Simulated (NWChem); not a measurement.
System: CH₅ClOSi; SMILES O[Si@@H](C)Cl

Input file for NWChem:

```
start job
memory heap 200 mb stack 900 mb global 1100 mb
geometry units angstroms noautosym nocenter noautoz
  C     -1.435276    -1.264548     0.240214
  Si     0.100863    -0.419831    -0.385359
  O      1.493241    -1.031529     0.271114
  Cl    -0.069332     1.599939     0.084436
  H     -1.566353    -1.104153     1.321598
  H     -1.380281    -2.348464     0.052681
  H     -2.327161    -0.868651    -0.269587
  H      0.269367    -0.541815    -1.852401
  H      1.623791    -0.931553     1.218722
end
basis spherical
  C library def2-svp
  Si library def2-svp
  O library def2-svp
  Cl library def2-svp
  H library def2-svp
end
dft
  xc m06-2x
  iterations 150
end
cosmo
  do_cosmo_smd true
  solvent propnol2
end
task dft energy
```

Geometry: optimised at PBE0/def2-SVP. Solvent: 2-propanol.

Level: M06-2X/def2-SVP with SMD (1 M gas to 1 M solution), gas-phase geometry. Reactions with the solvent are ignored.

### Question
Give the results of this calculation. (M06-2X/def2-SVP, SMD on the gas-phase geometry.) Quantities: solvation free energy (kcal/mol); cavity-dispersion-structure term (kcal/mol); dipole in solution (D).

### Answer
```
Item                                         Result
-------------------------------------------  ------
solvation free energy (kcal/mol)               -6.7
cavity-dispersion-structure term (kcal/mol)    -0.6
dipole in solution (D)                         2.59
```
